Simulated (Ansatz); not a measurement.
Ideal-gas functions of `BC1(F)C=C1` at 600 K and 1 bar, from an Ansatz frequency run at PBE0-D4/def2-TZVP.

Molar mass 69.88 g/mol, point group Cs (symmetry number 1), electronic degeneracy 1, moments of inertia 66.096, 85.629, 121.733 u Å². Harmonic wavenumbers (cm⁻¹, unscaled): 118, 330, 371, 436, 444, 684, 745, 833, 855, 868, 951, 1009, 1024, 1092, 1155, 1296, 1765, 2600, 2688, 3282, 3331.

Use S(trans) = R[1.5 ln M + 2.5 ln T − 1.1517]; rotational temperatures θ = 24.2544 K / I; S(rot) = R[ln(√π/σ · √(T³/θAθBθC)) + 1.5]; for each mode x = 1.438777 ν̃/T, S = R[x/(eˣ − 1) − ln(1 − e⁻ˣ)] and H = RT x/(eˣ − 1); 1 cm⁻¹ = 0.0119627 kJ/mol; R = 8.31446 J/(mol·K).

Problem. By hand: the entropy, in J/(mol·K).

Solution. Translation 176.4. Rotation: θ = 0.367, 0.2832, 0.1992 K, giving 113.1. Vibration, mode by mode: 18.84, 10.47, 9.56, 8.31, 8.18, 5.07, 4.51, 3.82, 3.66, 3.57, 3.06, 2.74, 2.66, 2.34, 2.08, 1.59, 0.64, 0.12, 0.10, 0.03, 0.03, in all 91.4. Electronic 0.0. Sum 380.9 J/(mol·K).

Problem. By hand: H − E and G − E in kJ/mol, counted from the electronic energy.

Solution. Zero-point energy ½ × 25877 × 0.0119627 = 154.8; thermal vibration 31.4; translation, rotation and pV give 4 RT = 20.0. H − E = 206.2 kJ/mol, and G − E = 206.2 − 600 × 380.9/1000 = -22.3 kJ/mol.

Vibration gives 24 % of the entropy, 18.8 J/(mol·K) of it from the mode under 150 cm⁻¹: soft modes count most, and the harmonic formula is weakest for them.
